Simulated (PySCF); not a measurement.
# Zr⁺ (zirconium, charge +1) across methods

[Kr] 4d1 5s1 5p1, one real determinant (an excited configuration). Calculation: PySCF 2.14, in ANO-RCC-VTZP (7s6p4d2f1g, 68 functions); scalar relativity by spin-free X2C-1e.

| method | E (hartree) | mean ε 4d α (eV) | mean ε 5s α (eV) | mean ε 5p α (eV) | Σ⟨r²⟩ (bohr²) | ⟨S²⟩ |
| --- | --- | --- | --- | --- | --- | --- |
| UHF | -3595.74092 | -18.291 | -15.076 | -9.965 | 55.56 | 3.754 |
| LDA | -3593.27 | -13.781 | -12.395 | -8.255 | 54.53 | 3.750 |
| revPBE | -3597.56 | -13.907 | -12.172 | -8.281 | 54.70 | 3.751 |
| TPSSh | -3597.60 | -14.561 | -12.495 | -8.567 | 54.81 | 3.751 |
| PBE0 | -3597.42 | -15.259 | -13.058 | -8.963 | 54.78 | 3.751 |
| PW91 | -3598.01 | -13.947 | -12.286 | -8.306 | 54.60 | 3.751 |
| PBE | -3597.35 | -13.900 | -12.220 | -8.276 | 54.68 | 3.751 |

Task: Estimate the same row for r2SCAN.

Result: E (hartree) = -3597.72; mean ε 4d α (eV) = -14.313; mean ε 5s α (eV) = -12.383; mean ε 5p α (eV) = -8.352; Σ⟨r²⟩ (bohr²) = 54.87; ⟨S²⟩ = 3.751.

⟨L²⟩ = 9.24 against 12 for a pure F term, so this real determinant mixes terms.
